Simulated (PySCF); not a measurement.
C8H9NO.
Numbering: `[N:1]#[C:2][C@@H:3]1[CH2:4][C@H:5]2[CH2:6][CH2:7][C@@H:8]1[C:9]2=[O:10]`

Definitions: NICS(0) = −σiso at the ring centroid; NICS(1) = −σiso and NICS(1)zz = −σzz at ±1 Å along the ring normal z. Level: GIAO PBE0/pcSseg-1 (PySCF, non-relativistic, gas phase) on the GFN2-xTB geometry, one conformer.

Ring bond lengths (Å), with Mayer bond orders in brackets: C3–C4 1.557 (0.95), C4–C5 1.531 (1.00), C5–C9 1.520 (0.90), C9–C8 1.521 (0.89), C8–C3 1.542 (0.94); C5–C6 1.534 (1.00), C6–C7 1.549 (1.00), C7–C8 1.532 (1.01), C8–C9 1.521 (0.89), C9–C5 1.520 (0.90).

Q: What do the NICS probes read (ppm)?

A: 
| ring | type | NICS(0) | NICS(1), two faces | NICS(1)zz, two faces | rms pucker (Å) | centre to ring atoms, mean (Å) |
| --- | --- | --- | --- | --- | --- | --- |
| C3–C4–C5–C9–C8 | 5-membered carbocycle; formal bonds all single | -4.5 | -5.3 / -3.6 | -5.1 / -5.8 | 0.26 | 1.26 |
| C5–C6–C7–C8–C9 | 5-membered carbocycle; formal bonds all single | -4.5 | -3.6 / -5.5 | -6.5 / -4.2 | 0.26 | 1.26 |

Q: What do they say, and how far can they be read as aromaticity?

A: 
- C3–C4–C5–C9–C8: mean NICS(1)zz -5.4 ppm, shielded. C3, C4, C5, C8 have four or more neighbours, and the NICS criterion for π rings isn't applied.
- C5–C6–C7–C8–C9: mean NICS(1)zz -5.3 ppm, shielded. C5, C6, C7, C8 have four or more neighbours, and the NICS criterion for π rings isn't applied.

Q: At the second NICS(1) probe listed for ring C5–C6–C7–C8–C9, 1 Å off the ring, how large is the induced field along the normal in 7.05 T applied along it?

A: NICSzz × B0 = -4.2 ppm × 7.05 T = -30 μT, against the applied field.

Q: How shielded are the nuclei of the rings and their hydrogens (means over atoms taken as equivalent)?

A: 
```tsv
atoms	environment	σ isotropic (ppm)	principal values of the symmetric part, first atom (ppm)
C3	sp3 carbon next to a nitrile	160.6	149.6, 159.7, 172.4
C4	ring CH2 carbon	153.3	146.1, 148.4, 165.3
C5	sp3 carbon at a ring junction	147.3	131.4, 134.3, 176.2
C6	ring CH2 carbon	161.2	151.6, 159.8, 172.1
C7	ring CH2 carbon	161.3	152.5, 159.5, 171.9
C8	sp3 carbon at a ring junction	141.9	127.5, 134.9, 163.3
C9	ketone carbonyl carbon	-26.2	-109.7, -34.5, 65.6
H on C3	methine hydrogen	29.37	24.8, 28.7, 34.6
H on C4	methylene hydrogen	29.85	26.5, 27.3, 35.7
H on C4	methylene hydrogen	29.52	24.8, 28.0, 35.8
H on C5	methine hydrogen	29.98	25.8, 27.5, 36.7
H on C6	methylene hydrogen	29.71	24.8, 27.0, 37.3
H on C6	methylene hydrogen	30.30	27.0, 27.3, 36.6
H on C7	methylene hydrogen	30.23	26.7, 27.5, 36.4
```

The list is cut; further classes of hydrogen are left out.
